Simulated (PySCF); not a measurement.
**C₆ coefficients of unlike pairs at UHF**

Calculated with PySCF 2.14 from the dipole response of each species, C₆(A,B) = (3/π) ∫ α_A(iu) α_B(iu) du, in atomic units, from isotropic polarisabilities. For ions this is the dispersion term alone; charge-induced terms of lower order in 1/R come first.

```json
{"species": "S(3+)", "configuration": "[Ne] 3s2 3p1 (2P)", "basis": "aug-cc-pCVQZ-DK (10s9p7d5f3g)", "relativity": "spin-free X2C", "α (bohr³)": "5.535", "C₆ (like pair)": "14.97"}
{"species": "Cu+", "configuration": "[Ar] 3d10 (1S)", "basis": "x2c-TZVPPall with one added diffuse shell each of s, p, d, f type (7s6p5d3f1g)", "relativity": "spin-free X2C", "α (bohr³)": "5.231", "C₆ (like pair)": "16.93"}
{"species": "O(3+)", "configuration": "[He] 2s2 2p1 (2P)", "basis": "aug-cc-pwCVTZ (7s6p4d2f)", "relativity": "none", "α (bohr³)": "1.416", "C₆ (like pair)": "1.326"}
{"species": "Be+", "configuration": "[He] 2s1 (2S)", "basis": "dyall-acv3z (15s9p4d2f)", "relativity": "spin-free X2C", "α (bohr³)": "24.92", "C₆ (like pair)": "71.05"}
```

Problem. Estimate C₆ for Be+ with Cu+.

Solution. The integral gives 25.14. The combination rule 2 C_A C_B / (C_A α_B/α_A + C_B α_A/α_B) gives 25.17 and the geometric mean 34.68.

No spin-orbit coupling is included.

The other pairs:

```json
{"pair": "Be+, O(3+)", "C₆": "7.002"}
{"pair": "Cu+, S(3+)", "C₆": "15.51"}
{"pair": "O(3+), Cu+", "C₆": "4.728"}
{"pair": "O(3+), S(3+)", "C₆": "4.374"}
{"pair": "Be+, S(3+)", "C₆": "26.07"}
```
